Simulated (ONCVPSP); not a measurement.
# Au, ONCV: configuration errors across variants

```
Element                 : Au (Z = 79)
Generator               : ONCVPSP 4.0.1
Type                    : optimised norm-conserving Vanderbilt (ONCV)
Functional              : PBEsol
Relativity              : scalar-relativistic
Frozen core             : [Kr] 4d10 4f14
Valence charge          : 19
Reference configuration : 5s2 5p6 5d10 6s1
Partial waves           : 5s+6s: rc 1.25 bohr, ncon 4, nbas 8, qcut 8.4 1/bohr, 2 projectors; 5p: rc 1.60 bohr, ncon 4, nbas 9, qcut 9.2 1/bohr, 2 projectors, debl 0.8 Ha; 5d: rc 1.50 bohr, ncon 4, nbas 8, qcut 6.2 1/bohr, 2 projectors, debl 3.7 Ha
Local potential         : polynomial inside 1.20 bohr (lpopt 4, dvloc0 0 Ha)
Core correction         : Teter function, fcfact 2.75, rcfact 1.05
```

In the p channel the program set the typed energies aside and used -2.198, 0.250 Ha.

All-electron excitation energies from the reference (eV): (1) 5s2 5p6 5d10 6s0 9.440; (2) 5s2 5p6 5d9 6s0 30.678; (3) 5s2 5p6 5d8 6s0 64.585; (4) 5s2 5p6 5d9 6s1 12.155.

Errors AE − PS in meV (a dash: test not solved or not reliable):

```tsv
change	(1)	(2)	(3)	(4)	bound ghosts	GHOST(+) flags above zero
base	-3.6	-6.4	-16	-1.1	none	s
d: qcut 3.7	-3.4	-7.3	-16	-1.5	none	s
d: qcut 4.3	-3.6	-14	-31	-7.2	none	s, d
d: qcut 5	-3.5	-6.2	-14	-0.7	none	s
d: qcut 5.6	-3.5	-6.4	-15	-1.0	none	s
d: qcut 6.8	-3.6	-6.5	-16	-1.2	none	s
d: qcut 7.6	-3.6	-6.5	-17	-1.2	none	s
d: qcut 8.1	-3.6	-6.5	-17	-1.2	none	s
d: qcut 9.2	-3.6	-6.5	-17	-1.2	none	s
```

Give the same row for: d: qcut 8.8.

-3.6, -6.5, -17, -1.2; bound ghosts: none; GHOST(+) flags above zero: s.
